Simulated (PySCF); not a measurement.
**An excited-state table with gaps**

C7H10NP.
Atom-mapped SMILES: `[CH3:1][CH2:2]/[CH:3]=[P:4]\[n:5]1[cH:6][cH:7][cH:8][cH:9]1` (hydrogens: H10, H11, H12 on C1; H13, H14 on C2; H15 on C3; H16 on C6; H17 on C7; H18 on C8; H19 on C9)

Geometry (PBE0-D3(BJ)/def2-SVP, Å), atoms numbered from 1 in this order:
```xyz
19
C7H10NP angstrom
C      2.837    0.938    0.347
C      1.592    0.071    0.512
C      1.140   -0.516   -0.784
P     -0.331   -0.592   -1.563
N     -1.471    0.085   -0.417
C     -2.473    0.959   -0.785
C     -3.263    1.209    0.311
C     -2.739    0.441    1.391
C     -1.645   -0.241    0.915
H      3.684    0.357   -0.050
H      3.145    1.366    1.312
H      2.646    1.771   -0.347
H      0.777    0.652    0.970
H      1.816   -0.752    1.217
H      1.931   -0.987   -1.389
H     -2.530    1.341   -1.803
H     -4.126    1.872    0.337
H     -3.131    0.386    2.405
H     -0.989   -0.958    1.402
```

The calculation used PySCF, TDDFT B3LYP/def2-SVPD, vertical, gas phase, core orbitals frozen in the response.

Orbital energies (eV): HOMO-3 -8.25, HOMO-2 -7.57, HOMO-1 -6.49, HOMO -6.06, LUMO -1.78, LUMO+1 0.24, LUMO+2 0.34.

Lowest singlets, with some entries withheld (?).

| state | E (eV) | f | main configurations (H = HOMO, L = LUMO) |
| --- | --- | --- | --- |
| S1 | 3.47 | 0.0005 | H→L (100%) |
| S2 | 4.13 | 0.102 | H-1→L (91%) |
| S3 | 5.45 | 0.013 | H→L+1 (83%) |
| S4 | 5.48 | 0.064 | H-3→L (67%), H-2→L (17%), H→L+1 (9%) |
| S5 | 5.65 | 0.120 | H-2→L (60%), H-3→L (26%) |
| S6 | ? | 0.043 | H-1→L+1 (87%) |
| S7 | ? | 0.040 | H→L+2 (70%), H→L+3 (10%), H-1→L+2 (9%) |
| S8 | ? | 0.089 | H-1→L+2 (73%), H→L+2 (12%) |
| S9 | ? | 0.081 | H→L+3 (78%), H→L+2 (8%) |
| S10 | ? | 0.012 | H→L+4 (60%), H→L+5 (27%), H→L+6 (8%) |

(1) Fill in the withheld entries.

(2) Where do the lowest triplets lie (Tamm–Dancoff)?

(3) How far apart are S3 and S8, in eV and cm⁻¹?

(4) What is the mean static polarisability from the same response equations?

Results:

(1) 
- S6: E = 5.80 eV
- S7: E = 5.95 eV
- S8: E = 6.07 eV
- S9: E = 6.27 eV
- S10: E = 6.43 eV

(2) T1 2.82 eV, H-1→L (75%), H-2→L (22%); T2 3.29 eV, H→L (94%); T3 3.96 eV, H-2→L (64%), H-3→L (18%), H-1→L (15%); T4 4.41 eV, H→L+2 (70%), H→L+3 (12%). E(S1) − E(T1) = +0.65 eV.

(3) 6.074 − 5.451 = 0.623 eV, or about 5020 cm⁻¹.

(4) 118.7 au (17.59 Å³), with principal values 88.8, 113.5 and 153.7 au.

All these states lie below the vertical ionisation energy of 8.32 eV (ΔSCF).

One conformer stands for the species.
